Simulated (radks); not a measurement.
The numbers below are computed, except where a source is named.
Species: P3+. Configuration: [Ne] 3s0.5 3p1.5 (fractional occupations, a model configuration).

Code: a radial shooting solver on a logarithmic mesh with Libxc functionals. Model: Dirac Kohn-Sham, PBE, spin-unpolarised, spherical densities, finite nucleus; open shells fill j = l - 1/2 first; Fermi nuclear charge, rms radius 3.1889 fm.

Energy parts (hartree):
total: -339.18477
kinetic: 340.50308
electron-nucleus: -792.14295
Hartree: 134.42251
exchange-correlation: -21.96741

Orbitals (lengths in bohr, moments of r in powers of bohr; <r^-3> diverges for s and p1/2; r(max) is where P^2 peaks; r(90%) holds 90 % of the orbital's charge):
| orbital | occ. | eigenvalue (hartree) | r(90%) | r(max) | <r^-3> | <r^2> |
|---|---|---|---|---|---|---|
| 1s1/2 | 2 | -78.11364 | 0.185 | 0.06763 | - | 0.01444 |
| 2s1/2 | 2 | -7.87069 | 0.813 | 0.4184 | - | 0.3198 |
| 2p1/2 | 2 | -6.07776 | 0.804 | 0.3523 | - | 0.2903 |
| 2p3/2 | 4 | -6.04380 | 0.807 | 0.3540 | 63.35 | 0.2928 |
| 3s1/2 | 0.5 | -1.70767 | 2.46 | 1.471 | - | 3.159 |
| 3p1/2 | 1.5 | -1.33106 | 2.75 | 1.596 | - | 3.852 |
| 3p3/2 | 0 | -1.32756 | 2.75 | 1.600 | 6.576 | 3.871 |

The highest occupied level is 3p1/2 at -36.220 eV. The density falls to 0.001 e/bohr^3 at r = 3.25 bohr.
